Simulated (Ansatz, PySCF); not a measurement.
Here is a job for PySCF.
```python
from pyscf import gto, scf

mol = gto.M(
    atom='''
Se    0.090386    0.108805    0.817836
Cl    0.976743    1.181393   -0.742519
Cl   -1.157515   -1.399003   -0.893154
''',
    basis='cc-pvdz',
    charge=0,
    spin=2,
    verbose=3,
)

mf = scf.UHF(mol)
mf.kernel()
```

Problem. Give the equivalent Ansatz (a program for electronic structure) input.

Solution. One answer among several that fit: 
Ansatz 0.2 input:
```yaml
crystal:
  periodic: [false, false, false]
  atoms:
    - {symbol: Se, position_ang: [0.09038564, 0.10880543, 0.81783642]}
    - {symbol: Cl, position_ang: [0.97674330, 1.18139250, -0.74251873]}
    - {symbol: Cl, position_ang: [-1.15751457, -1.39900335, -0.89315413]}
basis:
  gaussian:
    orbitals: cc-pVDZ
hamiltonian:
  xc: hf
magnetization: {spin_polarized: true, initial_magnetization: 2}
accuracy: high
```

Both were run: PySCF gave -3318.767251 Eh and Ansatz -3318.767251 Eh, 0.000 mEh apart.
